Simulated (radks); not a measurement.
Fractional charge and spin in the 3p shell of calcium: the spin-up occupation runs from 2 to 3 and the spin-down occupation from 2 to 3; the fullest corner is Ca, [Ne] 3s2 4s2 3p(up 3, down 3). Method: non-relativistic Kohn-Sham, PBE, spin-polarised, spherical densities, point nucleus; computed with a radial shooting solver on a logarithmic mesh with Libxc functionals. Energy (eV) minus the two flat planes that join the four corners (they meet along the diagonal where the two added fractions sum to one electron); zero is where a piecewise linear energy would lie.

down \ up       2    2.25     2.5    2.75       3
2           0.000  -1.395  -1.848  -1.376   0.000
2.25       -1.395  -1.760  -1.205   0.249  -1.231
2.5        -1.848  -1.205   0.333  -1.069  -1.623
2.75       -1.376   0.249  -1.069  -1.544  -1.202
3           0.000  -1.231  -1.623  -1.202   0.000

Corners above the fullest one (they belong to Ca+ and the next ion): (up 3, down 2) 34.386 eV, (up 2, down 3) 34.386 eV, (up 2, down 2) 84.019 eV. With half an added electron in each spin the energy lies 0.333 eV from the planes, and with half an added electron in spin up alone -1.848 eV. The planes are only a guide here: the flat-plane condition holds for ground states with one frontier orbital, while this shell lies below other occupied shells, so the corners above the fullest one are inner-hole states and not the ground states of those ions.
